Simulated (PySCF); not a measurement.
**Sm⁺ (samarium, charge +1): UHF calculation**

Configuration: [Xe] 4f6 6s1, high-spin 8F determinant. All numbers are calculated (PySCF 2.14, scalar relativity by spin-free X2C-1e, in x2c-TZVPPall).

```
Total energy                                                  : -10422.559484 hartree
One-electron energy                                           : -14237.8207 hartree
Hartree (Coulomb) energy                                      : 4050.3608 hartree
Exchange energy                                               : -235.0996 hartree
⟨S²⟩                                                          : 15.7557
⟨L²⟩                                                          : 12.020
Sum of ⟨r⟩                                                    : 39.30 bohr
Sum of ⟨r²⟩                                                   : 59.50 bohr²
Traceless quadrupole moment −½Σ⟨3z² − r²⟩ along its main axis : -0.0406 e·bohr²
Langevin diamagnetic susceptibility                           : -47.1 ×10⁻⁶ cm³/mol
```

| shell | electrons | mean orbital energy (hartree) | spread (hartree) | rms radius, mean of both spins (bohr) |
| --- | --- | --- | --- | --- |
| 1s α | 1 | -1729.70831 | 0 | 0.0259 |
| 1s β | 1 | -1729.70637 | 0 | 0.0259 |
| 2s α | 1 | -287.08194 | 0 | 0.105 |
| 2s β | 1 | -287.07863 | 0 | 0.105 |
| 2p α | 3 | -256.22542 | 0.00913 | 0.0941 |
| 2p β | 3 | -256.22322 | 0.00963 | 0.0941 |
| 3s α | 1 | -64.89053 | 0 | 0.271 |
| 3s β | 1 | -64.77077 | 0 | 0.271 |
| 3p α | 3 | -55.01049 | 0.03083 | 0.272 |
| 3p β | 3 | -54.87616 | 0.05726 | 0.272 |
| 3d α | 5 | -41.43518 | 0.01011 | 0.250 |
| 3d β | 5 | -41.29163 | 0.04419 | 0.250 |
| 4s α | 1 | -14.00323 | 0 | 0.616 |
| 4s β | 1 | -13.66403 | 0 | 0.616 |
| 4p α | 3 | -10.66947 | 0.02205 | 0.654 |
| 4p β | 3 | -10.29197 | 0.10091 | 0.654 |
| 4d α | 5 | -5.86947 | 0.06181 | 0.726 |
| 4d β | 5 | -5.37316 | 0.08451 | 0.726 |
| 5s α | 1 | -2.24739 | 0 | 1.53 |
| 5s β | 1 | -2.09625 | 0 | 1.53 |
| 5p α | 3 | -1.33479 | 0.01756 | 1.79 |
| 5p β | 3 | -1.22008 | 0.04472 | 1.79 |
| 4f α | 6 | -0.71139 | 0.08567 | 1.06 |
| 6s α | 1 | -0.38041 | 0 | 4.35 |

Spin-orbit coupling, absent here, splits the open shell strongly.

Densities and radii are taken from the X2C orbitals without a picture-change correction, which distorts them close to the nucleus.

Spin-orbit constants ζ (cm⁻¹) from the X2C one-electron operator on these orbitals: bare nucleus, nucleus screened by l(l+1)(2l+1)/3 electrons, and screened by the Breit-Pauli mean field of the electrons.

```json
{"shell": "2p", "bare": "3139000", "screened nucleus": "3038000", "mean field": "n/a"}
{"shell": "3p", "bare": "641900", "screened nucleus": "621200", "mean field": "n/a"}
{"shell": "3d", "bare": "99950", "screened nucleus": "83830", "mean field": "n/a"}
{"shell": "4p", "bare": "138400", "screened nucleus": "133900", "mean field": "n/a"}
{"shell": "4d", "bare": "17810", "screened nucleus": "14940", "mean field": "n/a"}
{"shell": "4f", "bare": "2350", "screened nucleus": "1289", "mean field": "n/a"}
{"shell": "5p", "bare": "17890", "screened nucleus": "17320", "mean field": "n/a"}
```

To first order the Landé constant is A = 184.1 cm⁻¹, so the lowest level has J = 1/2 and lies 0.308 eV below the centre of the term. This holds in LS coupling only.
